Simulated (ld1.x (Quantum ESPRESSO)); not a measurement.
# Before and after: ultrasoft potential for aluminium (Al)

ld1.x (Quantum ESPRESSO) 7.5 input, shortened:

```
&input
   title='Al', zed=13., rel=0, dft='PZ', iswitch=3,
   config='[Ne] 3s2 3p1'
 /
 &inputp
   pseudotype=3, tm=.true., lloc=-1, rcloc=1.60,
   nlcc=.false.,
   which_augfun='PSQ', rmatch_augfun_nc=.true.
 /
4
3S  1  0   2.00   0.00  1.50  1.70  0.0
3S  1  0   0.00   0.25  1.50  1.70  0.0
3P  2  1   1.00   0.00  1.35  1.85  0.0
3P  2  1   0.00   0.20  1.35  1.85  0.0
 &test
   configts(1)='3s2 3p1'
 /
```

Change: waves 3s (bound): rcut 1.50, rcutus 2.12 bohr; 3s channel at 0.25 Ry: rcut 1.50, rcutus 2.12 bohr.

Cutoffs: the cutoffs (Ry, on a coarse ladder) from which the occupation-weighted sum of valence levels, in a spherical-Bessel basis at the reference potential, stays within 10 and 1 mRy of its value at 400 Ry; they do not see the model core or the augmentation charge, which bear on the density cutoff. Errors are all-electron minus pseudo energies relative to the spin-unpolarised reference configuration.

Question: Predict the effect on cutoff, ghosts and configuration errors.

Answer: The potential gets softer (10 Ry and 15 Ry → 6 Ry and 8 Ry); of the 9 tests that both files solve, the error grows in 3 and shrinks in 0 by more than 15 % and 0.3 meV (median size 8.2 → 9.4 meV); neither file shows a bound ghost. A larger radius leaves more room for a smooth pseudo-wave, so fewer plane waves are needed. More of the atom is replaced by a form fitted at one configuration, so other configurations suffer.

```tsv
quantity	base	changed
cutoff, loose	10 Ry	6 Ry
cutoff, tight	15 Ry	8 Ry
loose cutoff by channel (10 mRy a level)	s 8 Ry, p 6 Ry	s 6 Ry, p 6 Ry
bound ghosts	none	none
error for 3s2 3p0, meV [ΔE 5.86 eV]	+2.5	+3.1
error for 3s1 3p0, meV [ΔE 25.20 eV]	+72	+73
error for 3s2 3p0.5, meV [ΔE 2.13 eV]	+0.3	+0.4
error for 3s1 3p2, meV [ΔE 5.12 eV]	+8.0	+9.4
error for 3s2 3p1.3, meV [ΔE -0.60 eV]	0.0	0.0
error for 3s1 3p1, meV [ΔE 11.64 eV]	+17	+17
error for 3s0 3p3, meV [ΔE 10.44 eV]	+36	+43
error for 3s2 3p1 (spin-polarised), meV [ΔE -0.14 eV]	+8.2	+8.5
error for 3s1 3p0 (spin-polarised), meV [ΔE 24.77 eV]	+215	+212
lowest overlap eigenvalue by channel	s 0.55, p 0.79	s 0.41, p 0.79
```
